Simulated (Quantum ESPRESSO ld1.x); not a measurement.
Question: These are the eigenvalues of the occupied orbitals of an atom or ion with whole-number occupations (hartree). All-electron calculation, non-relativistic Kohn-Sham, LDA (Slater exchange, Perdew-Zunger correlation), spin-unpolarised, spherical densities, point nucleus. Program: ld1.x of Quantum ESPRESSO 7.5.

| orbital | eigenvalue |
|---|---|
| 1s | -195.277 |
| 2s | -21.8376 |
| 2p | -18.4605 |
| 3s | -2.57591 |
| 3p | -1.66568 |
| 3d | -0.28433 |
| 6p | -0.02272 |

Which element is it, and in what charge state? The configuration may be excited.

Answer: Z = 23, vanadium, charge 0: V in [Ar] 3d4 6p1. The list shows which subshells hold electrons but not how many an open one holds; the 1s level, -195.28 hartree, gives Z - s = 19.8 by -(Z - s)^2/2, which with screening narrows Z to a few neighbours, and the depths of the outer levels then fix element, charge and occupations together.
